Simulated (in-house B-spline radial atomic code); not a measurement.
Settings and results of a run for Te (an excited or competing configuration). Computed with a B-spline radial code for spherical atoms: scalar-relativistic (X2C) LDA exchange-only, spin-polarised, spherical fractional occupations, Fermi nucleus of rms radius 4.7423 fm.

Command:
```bash
python run_scf.py task.json out
```
Settings (nuclear radius in fm, mass in u):
```
Z                52
configuration    [Kr] 4d10 5s1 5p4 6s1
hamiltonian      x2c
method           lda,
spin_polarised   True
nucleus          fermi
rms_radius       4.7423
atomic_mass      129.90622
speed_of_light   137.035999084
```

Output (hartree, bohr):
```
 radial grid: 77 intervals, B-splines of order 8, outer radius 50 bohr

 iter        energy (Eh)    residual
    1       -6779.092760    3.31e-01
    2       -6779.493105    2.71e-01
    3       -6781.947831    1.49e-02
    4       -6781.964427    4.77e-03
    5       -6781.965787    2.01e-03
    6       -6781.966027    2.05e-04
    7       -6781.966029    4.17e-05
    8       -6781.966029    1.36e-05
    9       -6781.966029    5.07e-06
   10       -6781.966029    4.34e-07

 total energy                     -6781.96603
 kinetic                            7174.6737
 electron-nucleus                 -16482.3985
 Hartree                            2691.7798
 exchange-correlation               -166.0210

 orbital      occ     eigenvalue          <r>       <r^2>       <1/r>       r_max
 1s up      1.000     -1158.7442    0.0272394   0.0010153     58.2242     0.01724
 1s down    1.000     -1158.7391    0.0272394   0.0010153     58.2242     0.01724
 2s up      1.000      -177.8512     0.119445   0.0168862     13.2372      0.1014
 2s down    1.000      -177.8488     0.119445   0.0168862     13.2372      0.1014
 2p up      3.000      -159.8963     0.104507   0.0133481     12.2445     0.08092
 2p down    3.000      -159.8932     0.104507   0.0133482     12.2444     0.08092
 3s up      1.000       -35.4938     0.322479    0.119015     4.65431      0.2932
 3s down    1.000       -35.4895     0.322469    0.119006     4.65441      0.2932
 3p up      3.000       -29.6403     0.320388    0.119182     4.34247      0.2865
 3p down    3.000       -29.6358     0.320375    0.119171      4.3426      0.2865
 3d up      5.000       -20.6986     0.297096     0.10459     4.08649      0.2376
 3d down    5.000       -20.6946     0.297076    0.104574     4.08668      0.2376
 4s up      1.000        -6.1645      0.76536    0.662909     1.85074      0.7013
 4s down    1.000        -6.1548     0.764702    0.661471     1.85177      0.7013
 4p up      3.000        -4.3444     0.822083    0.771817     1.67113      0.7379
 4p down    3.000        -4.3325     0.820345    0.767893     1.67378      0.7379
 4d up      5.000        -1.6846     0.976189     1.12179     1.36574      0.8121
 4d down    5.000        -1.6617      0.96632     1.09591     1.37675      0.8107
 5s up      1.000        -0.7192      2.02359     4.62646    0.646152       1.773
 5p up      3.000        -0.3578      2.47818     7.03402    0.520726       2.089
 5p down    1.000        -0.2551      2.53906     7.44403    0.511456       2.091
 6s up      1.000        -0.0676      6.18074     43.3558    0.203119       5.293
```

Cost of the run: 0.19 s on 1 thread of Arm Neoverse V1, with other jobs on the host.

One-electron X2C: radii and densities carry no picture-change correction, so inner-shell <1/r> comes out high (for 1s by about 2 % at Z = 33, 5 % at 54, 10 % at 75, 30 % at 118) and <r> low.
